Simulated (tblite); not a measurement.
Compound: C2H7FNSi (doublet state).
Numbering: `[CH2:1][CH2:2][Si@H:3]([NH2:4])[F:5]` (hydrogens: H6, H7 on C1; H8, H9 on C2; H10 on Si3; H11, H12 on N4)

Cartesian coordinates in Å at the GFN2-xTB level; atoms count from 1:
```xyz
12
C2H7FNSi angstrom
C      1.614    0.635    0.326
C      1.040   -0.613   -0.167
Si    -0.855   -0.618    0.187
N     -1.534    0.780   -0.529
F     -1.089   -0.406    1.767
H      1.602    1.517   -0.283
H      1.867    0.738    1.363
H      1.197   -0.731   -1.238
H      1.472   -1.475    0.341
H     -1.483   -1.911   -0.070
H     -2.437    1.101   -0.221
H     -1.393    0.983   -1.503
```

Level: GFN2-xTB in tblite, geometry and Hessian alike; calculated harmonic values, unscaled, isolated species. This tight-binding method is rough: wavenumbers can miss measured ones by several per cent, in bad cases by 10 to 20. Modes of hydrogen on silicon can be 10 to 20 % off. One conformer, not necessarily the lowest. Open shells enter through the occupations alone, without spin polarisation, and single modes of such species can be off by tens of per cent.

Harmonic wavenumbers (cm⁻¹): 60.1, 148.1, 152.1, 184.4, 251.9, 275.6, 324.7, 454.3, 489.7, 615.9, 653.3, 686.2, 742.4, 774.4, 847.4, 918.9, 956.7, 1146.7, 1185.5, 1214.2, 1405.0, 1465.2, 1506.0, 2263.6, 2974.5, 2977.3, 3136.5, 3176.1, 3486.0, 3534.7.

A = 5063, B = 3095, C = 2569 MHz; mass 92.033 u (most abundant isotopes); point group C1, symmetry number 1; spin multiplicity 2.

What is the zero-point energy?

Half the sum of the wavenumbers: 19004 cm⁻¹ = 227.33 kJ/mol.

What is S at 200 K and 1 bar for an ideal gas of classical rigid rotors and harmonic oscillators?

Translation 156.95, rotation 105.82, vibration 53.93, spin (R ln 2) 5.76: S = 322.5 J/(mol K).

And Cp and H(200 K) − H(0)?

Cp = 97.78 J/(mol K), of which vibrations give 64.52 (their classical limit is 30 R = 249.4); H(200 K) − H(0) = 12.91 kJ/mol without the zero-point energy, 6.26 from vibrations.

What must be added to the electronic energy to get the Gibbs energy at 200 K and 1 bar?

ZPE + [H(200 K) − H(0)] − T·S = 227.33 + 12.91 − 64.49 = 175.75 kJ/mol.

Blend soft modes into free rotors: weight 1/[1 + (100 cm⁻¹/ν̃)⁴] for the oscillator and the rest for a rotor with moment μB/(μ + B), μ = h/(8π²ν), B = 10⁻⁴⁴ kg m². What vibrational entropy results?

51.71 J/(mol K) in place of 53.93, which changes −T·S at 200 K by +0.44 kJ/mol.

Which modes carry the vibrational entropy at 200 K?

60.1 cm⁻¹: 15.35; 148.1 cm⁻¹: 8.17; 152.1 cm⁻¹: 7.97; 184.4 cm⁻¹: 6.55; 251.9 cm⁻¹: 4.42; 275.6 cm⁻¹: 3.86 J/(mol K); the other 24 give 7.60 together.

How do the functions run with temperature in this model?

```tsv
T (K)	S (J/(mol K))	Cp (J/(mol K))	H − H(0) (kJ/mol)	G − H(0) (kJ/mol)	ln q(vib)
50	228.7	45.8	1.88	-9.55	0.23
100	266.7	65.8	4.68	-21.99	0.92
298.15	366.8	125.2	23.89	-85.47	4.58
373.15	396.8	143.0	33.96	-114.12	5.99
500	442.2	166.7	53.68	-167.40	8.30
750	516.1	197.8	99.56	-287.55	12.53
1000	576.1	218.6	151.76	-424.31	16.30
```

q(vib) and H(0) count from the zero-point level.

Hindered rotation and anharmonicity are outside this model. Other conformers, if any are populated, would add a mixing term that is left out. The structure is chiral; the term R ln 2 for an equal mix with its mirror image is left out.
